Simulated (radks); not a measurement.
Results of a calculation; reference values are marked as such.
Problem. Ce7+, 51 electrons, occupied as [Kr] 4d10 5s2 5p3 (the NIST ground configuration). Code: a radial shooting solver on a logarithmic mesh with Libxc functionals. Model: Dirac Kohn-Sham, PBE, spin-unpolarised, spherical densities, point nucleus; open shells are shared between the two j in proportion to 2j + 1.

Spin-orbit splittings of the eigenvalues, e(l+1/2) - e(l-1/2), with zeta = 2 splitting/(2l+1) and mean radii in bohr:

shell  occ.  splitting (eV)  zeta (eV)  <r> j=l-1/2  <r> j=l+1/2
2p        6           446.6      297.7      0.08795      0.09415
3p        6           87.78      58.52       0.2680       0.2802
3d       10           18.84      7.538       0.2513       0.2551
4p        6               ?          ?       0.6517       0.6780
4d       10           3.418      1.367       0.7262       0.7352
5p        3           3.895      2.596        1.498        1.548

Estimate the 4p splitting.

Solution. 19.15 eV (zeta = 12.77 eV).
